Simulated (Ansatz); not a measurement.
`[CH3][Sn]([F])([F])[C]#N` + H–F → `N#[C][Sn]([F])([F])[F]` + CH₄ at 600 K and 1 bar (ligand exchange at the Sn–C bond).

Isolated molecules relaxed with PBE0-D4/def2-TZVP in Ansatz; ΔE leaves out vibrations. CCSD(T)/CBS is the MP2 limit (def2-TZVPP, def2-QZVPP) plus CCSD(T) − MP2 in def2-TZVPP, frozen cores. This one scheme is used for every species. Elements past krypton have def2 core potentials. For Sn outer-core shells are correlated without core-valence functions, which leaves a few kJ/mol of doubt a bond.

```csv
species,CCSD(T)/CBS energy (Eh),H − E (kJ/mol),S (J/(mol·K))
`[CH3][Sn]([F])([F])[C]#N`,-546.28404,193.7,496.1
H–F,-100.39570,42.3,194.0
`N#[C][Sn]([F])([F])[F]`,-606.22625,93.2,442.2
CH₄,-40.46206,140.4,215.7
```

H − E and S are ideal-gas, rigid-rotor, harmonic terms from PBE0-D4/def2-TZVP. 1 Eh = 2625.50 kJ/mol, R = 8.31446 J/(mol·K).

Question: By hand: ΔE, ΔH, ΔS and ΔG.

Answer: ΔE = (-606.22625) + (-40.46206) − (-546.28404) − (-100.39570) = -0.00857 Eh = -22.5 kJ/mol. Δ(H − E) = 93.2 + 140.4 − 193.7 − 42.3 = -2.4, so ΔH = -24.9 kJ/mol. ΔS = 442.2 + 215.7 − 496.1 − 194.0 = -32.2 J/(mol·K). ΔG = -24.9 − 600 × (-32.2)/1000 = -5.6 kJ/mol.

Question: By hand: the equilibrium constant, and the temperature at which ΔG would vanish if ΔH and ΔS stayed fixed.

Answer: log₁₀ K = −ΔG/(RT ln 10) = 0.5. ΔG = 0 at ΔH/ΔS = 773 K.

TΔS isn't small against ΔH here. The sign of ΔG lies within the doubt. A doubt of 5 kJ/mol in ΔE shifts log₁₀ K by 0.4 here. Modes under 60 cm⁻¹, often nearly free rotors, make the harmonic entropy too high. These are equilibria of isolated gas molecules and say nothing of rates. Largest T1 diagnostic: 0.015 (customary marks: 0.02 for closed shells, 0.045 for open ones).
